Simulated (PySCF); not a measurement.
hexafluorocyclobutene (C4F6), SMILES FC1(F)C(=C(C1(F)F)F)F.

The structure is a stationary point at B3LYP-D3(BJ)/def2-SVP.

Two levels are set side by side: TDA-PBE/def2-SVPD (PySCF) and TDA-LC-ωPBE/def2-SVPD (PySCF). Vertical, same geometry. The lowest singlet is HOMO−1→LUMO 100 % with PBE and HOMO−1→LUMO 94 % with the other functional; states are paired by order. Differences are taken from unrounded values.

```json
[
 {"quantity": "lowest singlet excitation (eV)", "TDA-LC-ωPBE": "7.57", "TDA-PBE": "6.15", "TDA-PBE minus TDA-LC-ωPBE": "-1.41"},
 {"quantity": "lowest triplet excitation (TDA) (eV)", "TDA-LC-ωPBE": "4.49", "TDA-PBE": "4.72", "TDA-PBE minus TDA-LC-ωPBE": "0.23"},
 {"quantity": "first bright state (f over 0.05) (eV)", "TDA-LC-ωPBE": "8.30", "TDA-PBE": "7.75", "TDA-PBE minus TDA-LC-ωPBE": "-0.55"},
 {"quantity": "its oscillator strength", "TDA-LC-ωPBE": "0.38", "TDA-PBE": "0.21", "TDA-PBE minus TDA-LC-ωPBE": "-0.17"}
]
```

Functionals without exact exchange tend to place singlet excitations lower, as here. Differences between two approximate levels are no errors against the true value.

Rough cost on one machine, each run with all the roots and properties that it gave: TDA-LC-ωPBE against TDA-PBE about 3 times.
